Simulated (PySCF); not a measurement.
C8H4N2.
Geometry (GFN2-xTB, Å), atoms numbered from 1 in this order:
```
atom  x, y, z in Å
C1    -3.3655    1.4288   -0.1000
C2    -2.2812    0.9581    0.1114
C3    -1.0058    0.3839    0.3305
C4     0.1172    1.0375   -0.0831
C5     1.4020    0.5505    0.1082
C6     2.5333    0.1288    0.2615
C7     3.7895   -0.3483    0.4295
N8     4.8542   -0.7642    0.5719
N9    -0.9925   -0.7463    1.1013
C10   -0.4159   -1.8281    0.8472
H11   -4.3107    1.8501   -0.2741
H12    0.0230    2.0079   -0.5510
H13    0.0761   -2.0598   -0.0997
H14   -0.4243   -2.5992    1.6044
```

Vertical excitations from PySCF (density fitting, frozen core in the response, grid level 2 and gas phase unless stated; continuum runs use non-equilibrium linear response for the excitations) on a GFN2-xTB geometry. Reference run:

| settings | S1, eV (f) | S2, eV (f) | S3, eV (f) | S4, eV (f) | S5, eV (f) | S6, eV (f) | T1, eV (Tamm–Dancoff) | mean α (au) |
| --- | --- | --- | --- | --- | --- | --- | --- | --- |
| PBE0/IGLO-II, IEF-PCM methanol, start guess atom, full TDDFT, 6 singlets | 3.58 (0.354) | 4.07 (0.068) | 4.43 (0.121) | 4.58 (0.164) | 4.80 (0.001) | 4.85 (0.013) | 2.27 | 163.2 |

Question: What do these settings give: PW91/def2-SVP, fitting basis def2-universal-jkfit, full TDDFT, 1 singlet?

Answer: 
| settings | S1, eV (f) | S2, eV (f) | S3, eV (f) | S4, eV (f) | S5, eV (f) | S6, eV (f) | T1, eV (Tamm–Dancoff) | mean α (au) |
| --- | --- | --- | --- | --- | --- | --- | --- | --- |
| PW91/def2-SVP, fitting basis def2-universal-jkfit, full TDDFT, 1 singlet | 3.26 (0.149) | – | – | – | – | – | 2.13 | 116.8 |

S1 moves by -0.32 eV; functional, basis and environment change together, so the shift can't be laid on one. States are counted by energy in each run and needn't keep their character from row to row.

Question: Give the leading configurations of S1 (H = HOMO, L = LUMO) and the HOMO–LUMO gap of each run.

Answer: 
| settings | S1 configurations (weight) | S1 (eV) | orbital gap (eV) | S1 − gap (eV) |
| --- | --- | --- | --- | --- |
| PBE0/IGLO-II, IEF-PCM methanol, start guess atom, full TDDFT, 6 singlets | H→L 0.83 | 3.58 | 4.24 | -0.66 |
| PW91/def2-SVP, fitting basis def2-universal-jkfit, full TDDFT, 1 singlet | H→L 0.77, H→L+1 0.14 | 3.26 | 2.49 | +0.77 |

Geometry: GFN2-xTB, one conformer.
